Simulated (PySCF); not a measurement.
H4GeO4 (SMILES [OH][Ge]([OH])([OH])[OH]), singlet, at a GFN2-xTB geometry, atoms displaced at random by about 0.03 Å a coordinate; TPSS/STO-3G, gradient by finite differences (PySCF).

Input for PySCF:
```python
from pyscf import gto, scf, dft

mol = gto.M(
    atom='''
O     0.434074    1.414103   -0.994076
Ge   -0.033340   -0.013288    0.020556
O    -1.129729    0.336402    1.260645
O    -0.745441   -1.139579   -1.119739
O     1.487154   -0.599276    0.824157
H    -0.153078    1.652013   -1.593245
H    -0.786352    0.688157    2.001604
H    -1.278055   -1.797173   -0.723628
H     2.237146   -0.569515    0.220660
''',
    basis='sto-3g',
    charge=0,
    spin=0,
    verbose=4,
)

mf = dft.RKS(mol)
mf.xc = 'tpss'
mf.conv_tol = 1e-11
mf.kernel()
scan, done = mf.as_scanner(), []
scan.scf_summary = {}
def energy(d):
    c = mol.atom_coords()
    c[5, 2] += d
    e = scan(mol.set_geom_(c, unit='Bohr', inplace=False))
    done.append(scan.converged)
    return e
h = 0.01
fd = (energy(h) - energy(-h)) / (2 * h)
print('dE/dx =', fd)
```

It wrote (shortened):

```
PySCF version 2.14.0

[INPUT] verbose = 4
[INPUT] num. atoms = 9
[INPUT] num. electrons = 68
[INPUT] charge = 0
[INPUT] spin (= nelec alpha-beta = 2S) = 0
[INPUT] symmetry False subgroup None
[INPUT] Mole.unit = angstrom
[INPUT] Symbol           X                Y                Z      unit          X                Y                Z       unit  Magmom
[...]
nuclear repulsion = 441.453840959206
number of shells = 24
number of NR pGTOs = 126
number of NR cGTOs = 42
basis = sto-3g
ecp = {}

******** <class 'pyscf.dft.rks.RKS'> ********
method = RKS
initial guess = minao
damping factor = 0
level_shift factor = 0
DIIS = <class 'pyscf.scf.diis.CDIIS'>
diis_start_cycle = 1
diis_space = 8
diis_damp = 0
SCF conv_tol = 1e-11
SCF conv_tol_grad = None
SCF max_cycles = 50
direct_scf = True
direct_scf_tol = 1e-13
XC library pyscf.dft.libxc version 7.1.2
    S. Lehtola, C. Steigemann, M. J. T. Oliveira, and M. A. L. Marques,  SoftwareX 7, 1–5 (2018)
XC functionals = tpss
    J. Tao, J. P. Perdew, V. N. Staroverov, and G. E. Scuseria,  Phys. Rev. Lett. 91, 146401 (2003)
    J. P. Perdew, J. Tao, V. N. Staroverov, and G. E. Scuseria,  J. Chem. Phys. 120, 6898 (2004)
    J. Tao, J. P. Perdew, V. N. Staroverov, and G. E. Scuseria,  Phys. Rev. Lett. 91, 146401 (2003)
    J. P. Perdew, J. Tao, V. N. Staroverov, and G. E. Scuseria,  J. Chem. Phys. 120, 6898 (2004)
radial grids:
    Treutler-Ahlrichs [JCP 102, 346 (1995); DOI:10.1063/1.469408] (M4) radial grids

becke partition: Becke, JCP 88, 2547 (1988); DOI:10.1063/1.454033
pruning grids: <function nwchem_prune>
grids dens level: 3
symmetrized grids: False
atomic radii adjust function: <function treutler_atomic_radii_adjust>
small_rho_cutoff = 0
Set gradient conv threshold to 3.16228e-06
Initial guess from minao.
tot grids = 116200
init E= -2350.72635119866
[...]
cycle= 1 E= -2351.84649043916  delta_E= -1.12  |g|= 0.864  |ddm|= 3.69
[...]
cycle= 2 E= -2351.93648000613  delta_E= -0.09  |g|= 0.725  |ddm|= 2.49
[...]
cycle= 3 E= -2352.11330525639  delta_E= -0.177  |g|= 0.162  |ddm|= 1.33
[...]
cycle= 4 E= -2352.12343237132  delta_E= -0.0101  |g|= 0.0213  |ddm|= 0.353
[...]
cycle= 5 E= -2352.12353705771  delta_E= -0.000105  |g|= 0.0144  |ddm|= 0.0589
[...]
cycle= 6 E= -2352.12361188142  delta_E= -7.48e-05  |g|= 0.00104  |ddm|= 0.0252
[...]
cycle= 7 E= -2352.12361211563  delta_E= -2.34e-07  |g|= 0.000715  |ddm|= 0.00293
[...]
cycle= 8 E= -2352.12361229502  delta_E= -1.79e-07  |g|= 3e-05  |ddm|= 0.00123
[...]
cycle= 9 E= -2352.12361229536  delta_E= -3.38e-10  |g|= 1.38e-05  |ddm|= 8.08e-05
[...]
cycle= 10 E= -2352.12361229543  delta_E= -6.82e-11  |g|= 2.25e-06  |ddm|= 2.82e-05
[...]
cycle= 11 E= -2352.12361229543  delta_E= 1.36e-12  |g|= 1.01e-07  |ddm|= 4.45e-06
[...]
Extra cycle  E= -2352.12361229543  delta_E= -6.82e-12  |g|= 1.48e-07  |ddm|= 5.31e-07
converged SCF energy = -2352.12361229543
Create scanner for <class 'pyscf.dft.rks.RKS'>

WARN: Mole.unit (angstrom) is changed to Bohr

New geometry
   1 O      0.434074000000   1.414103000000  -0.994076000000 AA    0.820280977794   2.672267381926  -1.878531387003 Bohr
   2 Ge    -0.033340000000  -0.013288000000   0.020556000000 AA   -0.063003468993  -0.025110680743   0.038845210217 Bohr
   3 O     -1.129729000000   0.336402000000   1.260645000000 AA   -2.134878404979   0.635707647756   2.382273790302 Bohr
   4 O     -0.745441000000  -1.139579000000  -1.119739000000 AA   -1.408679332022  -2.153492207306  -2.116000040994 Bohr
   5 O      1.487154000000  -0.599276000000   0.824157000000 AA    2.810313765051  -1.132467513025   1.557431013643 Bohr
   6 H     -0.153078000000   1.652013000000  -1.587953227891 AA   -0.289275495696   3.121852124221  -3.000796699333 Bohr
   7 H     -0.786352000000   0.688157000000   2.001604000000 AA   -1.485989917504   1.300428260702   3.782483369834 Bohr
   8 H     -1.278055000000  -1.797173000000  -0.723628000000 AA   -2.415173922131  -3.396164768463  -1.367458736067 Bohr
[...]
[...]
cycle= 3 E= -2352.12205437161  delta_E= -8.08e-07  |g|= 0.000547  |ddm|= 0.0036
[...]
cycle= 4 E= -2352.12205448939  delta_E= -1.18e-07  |g|= 4.44e-05  |ddm|= 0.00109
[...]
cycle= 5 E= -2352.12205448993  delta_E= -5.39e-10  |g|= 2.12e-05  |ddm|= 0.000103
[...]
cycle= 6 E= -2352.12205449009  delta_E= -1.59e-10  |g|= 3.87e-06  |ddm|= 4.08e-05
[...]
cycle= 7 E= -2352.1220544901  delta_E= -1.14e-11  |g|= 1.24e-06  |ddm|= 7.95e-06
[...]
cycle= 8 E= -2352.1220544901  delta_E= 2.73e-12  |g|= 1.42e-07  |ddm|= 2.41e-06
[...]
Extra cycle  E= -2352.1220544901  delta_E= 1.82e-12  |g|= 2.36e-07  |ddm|= 6.41e-07
converged SCF energy = -2352.1220544901

WARN: Mole.unit (angstrom) is changed to Bohr

New geometry
   1 O      0.434074000000   1.414103000000  -0.994076000000 AA    0.820280977794   2.672267381926  -1.878531387003 Bohr
   2 Ge    -0.033340000000  -0.013288000000   0.020556000000 AA   -0.063003468993  -0.025110680743   0.038845210217 Bohr
   3 O     -1.129729000000   0.336402000000   1.260645000000 AA   -2.134878404979   0.635707647756   2.382273790302 Bohr
   4 O     -0.745441000000  -1.139579000000  -1.119739000000 AA   -1.408679332022  -2.153492207306  -2.116000040994 Bohr
   5 O      1.487154000000  -0.599276000000   0.824157000000 AA    2.810313765051  -1.132467513025   1.557431013643 Bohr
   6 H     -0.153078000000   1.652013000000  -1.598536772109 AA   -0.289275495696   3.121852124221  -3.020796699333 Bohr
   7 H     -0.786352000000   0.688157000000   2.001604000000 AA   -1.485989917504   1.300428260702   3.782483369834 Bohr
   8 H     -1.278055000000  -1.797173000000  -0.723628000000 AA   -2.415173922131  -3.396164768463  -1.367458736067 Bohr
   9 H      2.237146000000  -0.569515000000   0.220660000000 AA    4.227593240666  -1.076227373832   0.416986966647 Bohr

******** <class 'pyscf.scf.hf.RKS_Scanner'> ********
method = RKS_Scanner
initial guess = minao
damping factor = 0
level_shift factor = 0
DIIS = <class 'pyscf.scf.diis.CDIIS'>
diis_start_cycle = 1
diis_space = 8
diis_damp = 0
SCF conv_tol = 1e-11
SCF conv_tol_grad = None
SCF max_cycles = 50
direct_scf = True
direct_scf_tol = 1e-13
XC library pyscf.dft.libxc version 7.1.2
    S. Lehtola, C. Steigemann, M. J. T. Oliveira, and M. A. L. Marques,  SoftwareX 7, 1–5 (2018)
XC functionals = tpss
    J. Tao, J. P. Perdew, V. N. Staroverov, and G. E. Scuseria,  Phys. Rev. Lett. 91, 146401 (2003)
    J. P. Perdew, J. Tao, V. N. Staroverov, and G. E. Scuseria,  J. Chem. Phys. 120, 6898 (2004)
    J. Tao, J. P. Perdew, V. N. Staroverov, and G. E. Scuseria,  Phys. Rev. Lett. 91, 146401 (2003)
    J. P. Perdew, J. Tao, V. N. Staroverov, and G. E. Scuseria,  J. Chem. Phys. 120, 6898 (2004)
radial grids:
    Treutler-Ahlrichs [JCP 102, 346 (1995); DOI:10.1063/1.469408] (M4) radial grids

becke partition: Becke, JCP 88, 2547 (1988); DOI:10.1063/1.454033
pruning grids: <function nwchem_prune>
grids dens level: 3
symmetrized grids: False
atomic radii adjust function: <function treutler_atomic_radii_adjust>
small_rho_cutoff = 0
Set gradient conv threshold to 3.16228e-06
tot grids = 116200
init E= -2352.12324097328
[...]
cycle= 1 E= -2352.12511637626  delta_E= -0.00188  |g|= 0.00326  |ddm|= 0.0226
[...]
cycle= 2 E= -2352.12511696302  delta_E= -5.87e-07  |g|= 0.00328  |ddm|= 0.0112
[...]
cycle= 3 E= -2352.12512017852  delta_E= -3.22e-06  |g|= 0.00111  |ddm|= 0.00721
[...]
cycle= 4 E= -2352.12512066451  delta_E= -4.86e-07  |g|= 8.88e-05  |ddm|= 0.00221
[...]
cycle= 5 E= -2352.12512066666  delta_E= -2.15e-09  |g|= 4.25e-05  |ddm|= 0.000205
[...]
cycle= 6 E= -2352.12512066732  delta_E= -6.63e-10  |g|= 7.87e-06  |ddm|= 8.22e-05
[...]
cycle= 7 E= -2352.12512066734  delta_E= -1.55e-11  |g|= 2.49e-06  |ddm|= 1.61e-05
[...]
cycle= 8 E= -2352.12512066734  delta_E= -2.73e-12  |g|= 2.86e-07  |ddm|= 4.83e-06
[...]
Extra cycle  E= -2352.12512066734  delta_E=    0  |g|= 4.76e-07  |ddm|= 1.29e-06
converged SCF energy = -2352.12512066734
dE/dx = 0.1533088622863943
```
